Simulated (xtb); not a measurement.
C₃H₉SSi (SMILES C[Si](C)(C)[S]), doublet, from a rough starting geometry; xtb with GFN2-xTB.

Input for xtb:
```
$ xtb mol.xyz --gfn 2 --uhf 1 --opt vtight --json

# file mol.xyz
14

C     -0.45873632     1.69553428    -0.53483620
Si     0.10761399     0.08224562     0.40309114
C      1.65109020    -0.60923633    -0.39094113
C     -1.29650523    -1.24714306     0.46281649
S      0.54250656     0.69687721     2.42701800
H     -0.71588539     1.49486184    -1.56533674
H     -1.44116801     2.04352067    -0.09706580
H      0.26095619     2.44950246    -0.51431052
H      2.08363505    -1.36946279     0.24392594
H      1.47738089    -1.00531693    -1.33624412
H      2.38746144     0.17382591    -0.52576586
H     -1.64030511    -1.45872560    -0.56870926
H     -2.12568151    -0.86310558     1.05916136
H     -0.93435257    -2.05618469     0.78549913
```

It wrote (shortened):

```
   ID    Z sym.   atoms
    1    6 C      1, 3, 4
    2   14 Si     2
    3   16 S      5
    4    1 H      6-14

           -------------------------------------------------
          |                Calculation Setup                |
           -------------------------------------------------

           -------------------------------------------------
          |                 G F N 2 - x T B                 |
           -------------------------------------------------

          ...................................................
          :                      SETUP                      :
          :.................................................:
          :  # basis functions                  41          :
          :  # atomic orbitals                  39          :
          :  # shells                           21          :
          :  # electrons                        31          :
          :  max. iterations                   250          :
          :  Hamiltonian                  GFN2-xTB          :
          :  restarted?                      false          :
          :  GBSA solvation                  false          :
          :  PC potential                    false          :
          :  electronic temp.          300.0000000     K    :
          :  accuracy                    1.0000000          :
          :  -> integral cutoff          0.2500000E+02      :
          :  -> integral neglect         0.1000000E-07      :
          :  -> SCF convergence          0.1000000E-05 Eh   :
          :  -> wf. convergence          0.1000000E-03 e    :
          :  Broyden damping             0.4000000          :
          :  net charge                          0          :
          :  unpaired electrons                  1          :
          ...................................................

 iter      E             dE          RMSdq      gap      omega  full diag
   1    -16.0474016 -0.160474E+02  0.374E+00    6.65       0.0  T
   2    -16.1213504 -0.739488E-01  0.241E+00    4.72       1.0  T
   3    -16.1630538 -0.417033E-01  0.217E+00    5.74       1.0  T
   4    -16.1658278 -0.277401E-02  0.124E+00    5.84       1.0  T
   5    -16.1683017 -0.247393E-02  0.556E-01    5.66       1.0  T
   6    -16.1698399 -0.153825E-02  0.246E-01    5.71       1.0  T
   7    -16.1698675 -0.275964E-04  0.196E-01    5.70       1.0  T
   8    -16.1698897 -0.221274E-04  0.121E-01    5.70       1.0  T
   9    -16.1699004 -0.107538E-04  0.587E-02    5.71       1.0  T
  10    -16.1699046 -0.413154E-05  0.242E-02    5.72       1.1  T
  11    -16.1699050 -0.405237E-06  0.164E-02    5.72       1.6  T
  12    -16.1699050 -0.546495E-08  0.788E-03    5.72       3.4  T
  13    -16.1699052 -0.236088E-06  0.188E-03    5.72      14.2  T
  14    -16.1699052 -0.156989E-07  0.621E-04    5.72      43.0  T
  15    -16.1699052  0.343370E-10  0.335E-04    5.72      79.7  T

   *** convergence criteria satisfied after 15 iterations ***

         :::::::::::::::::::::::::::::::::::::::::::::::::::::
         ::                     SUMMARY                     ::
         :::::::::::::::::::::::::::::::::::::::::::::::::::::
         :: total energy             -15.931939338009 Eh    ::
         :: gradient norm              0.219661829060 Eh/a0 ::
         :: HOMO-LUMO gap              5.716622815910 eV    ::
         ::.................................................::
         :: SCC energy               -16.169866711416 Eh    ::
         :: -> isotropic ES            0.024837932151 Eh    ::
         :: -> anisotropic ES          0.002544411105 Eh    ::
         :: -> anisotropic XC          0.007612877358 Eh    ::
         :: -> dispersion             -0.009084808225 Eh    ::
         :: repulsion energy           0.237927373408 Eh    ::
         :: add. restraining           0.000000000000 Eh    ::
         :: total charge               0.000000000000 e     ::
         :::::::::::::::::::::::::::::::::::::::::::::::::::::

[...]
 * total energy  :   -15.9555118 Eh     change       -0.1540991E-03 Eh
 * total energy  :   -15.9555261 Eh     change       -0.1435638E-04 Eh
 * total energy  :   -15.9555362 Eh     change       -0.1002586E-04 Eh
 * total energy  :   -15.9555489 Eh     change       -0.1273162E-04 Eh
 * total energy  :   -15.9555662 Eh     change       -0.1733286E-04 Eh
 * total energy  :   -15.9555817 Eh     change       -0.1542723E-04 Eh
 * total energy  :   -15.9555929 Eh     change       -0.1122205E-04 Eh
 * total energy  :   -15.9555991 Eh     change       -0.6257860E-05 Eh
 * total energy  :   -15.9556008 Eh     change       -0.1708999E-05 Eh
 * total energy  :   -15.9556024 Eh     change       -0.1586724E-05 Eh
 * total energy  :   -15.9556027 Eh     change       -0.2307786E-06 Eh
 * total energy  :   -15.9556028 Eh     change       -0.9335349E-07 Eh
   *** GEOMETRY OPTIMIZATION CONVERGED AFTER 15 ITERATIONS ***
         :: total energy             -15.955602753992 Eh    ::
[...]
        22                         -0.0293995              -0.8000
        23                          0.0103693               0.2822
        24                          0.0103745               0.2823
        25                          0.0633106               1.7228
        26                          0.0633676               1.7243
        27                          0.1439384               3.9168
       ...                                ...                  ...
        39                          0.6421723              17.4744
      -------------------------------------------------------------
                  HL-Gap            0.2168310 Eh            5.9003 eV
             Fermi-level           -0.3250722 Eh           -8.8457 eV

     #   Z          covCN         q      C6AA      α(0)
     1   6 C        3.649    -0.197    24.761     7.149
     2  14 Si       3.497     0.513   100.378    19.394
     3   6 C        3.649    -0.197    24.761     7.149
     4   6 C        3.649    -0.197    24.761     7.149
     5  16 S        0.876    -0.277   150.933    20.780
     6   1 H        0.925     0.035     2.522     2.483
     7   1 H        0.925     0.042     2.424     2.435
     8   1 H        0.925     0.042     2.423     2.434
     9   1 H        0.925     0.042     2.423     2.434
    10   1 H        0.925     0.035     2.522     2.483
    11   1 H        0.925     0.042     2.423     2.434
    12   1 H        0.925     0.035     2.522     2.483
    13   1 H        0.925     0.042     2.424     2.435
    14   1 H        0.925     0.042     2.424     2.435

 Mol. C6AA /au·bohr⁶  :       2605.030533
 Mol. C8AA /au·bohr⁸  :      88821.541205
 Mol. α(0) /au        :         83.677166

Wiberg/Mayer (AO) data.
largest (>0.10) Wiberg bond orders for each atom

 ---------------------------------------------------------------------------
     #   Z sym  total        # sym  WBO       # sym  WBO       # sym  WBO
 ---------------------------------------------------------------------------
     1   6 C    3.959 --     6 H    0.989     8 H    0.986     7 H    0.986
                             2 Si   0.868
     2  14 Si   3.684 --     5 S    1.017     1 C    0.868     4 C    0.868
                             3 C    0.868
     3   6 C    3.959 --    10 H    0.989    11 H    0.986     9 H    0.986
                             2 Si   0.868
     4   6 C    3.959 --    12 H    0.989    13 H    0.986    14 H    0.986
                             2 Si   0.868
     5  16 S    1.191 --     2 Si   1.017
     6   1 H    0.997 --     1 C    0.989
     7   1 H    0.998 --     1 C    0.986
     8   1 H    0.998 --     1 C    0.986
     9   1 H    0.998 --     3 C    0.986
    10   1 H    0.997 --     3 C    0.989
    11   1 H    0.998 --     3 C    0.986
    12   1 H    0.997 --     4 C    0.989
    13   1 H    0.998 --     4 C    0.986
    14   1 H    0.998 --     4 C    0.986
 ---------------------------------------------------------------------------

Topologies differ in total number of bonds
Writing topology from bond orders to xtbtopo.mol

molecular dipole:
                 x           y           z       tot (Debye)
 q only:       -0.191      -0.233      -0.840
   full:       -0.304      -0.371      -1.336       3.610
molecular quadrupole (traceless):
                xx          xy          yy          xz          yz          zz
 q only:        2.430      -0.472       2.229      -1.690      -2.088      -4.659
  q+dip:        4.270      -0.831       3.919      -2.972      -3.667      -8.189
   full:        4.222      -0.822       3.875      -2.939      -3.626      -8.097

optimized geometry written to: xtbopt.xyz

           -------------------------------------------------
          | TOTAL ENERGY              -15.955602753992 Eh   |
          | GRADIENT NORM               0.000114629007 Eh/α |
          | HOMO-LUMO GAP               5.900272807456 eV   |
           -------------------------------------------------

normal termination of xtb
```
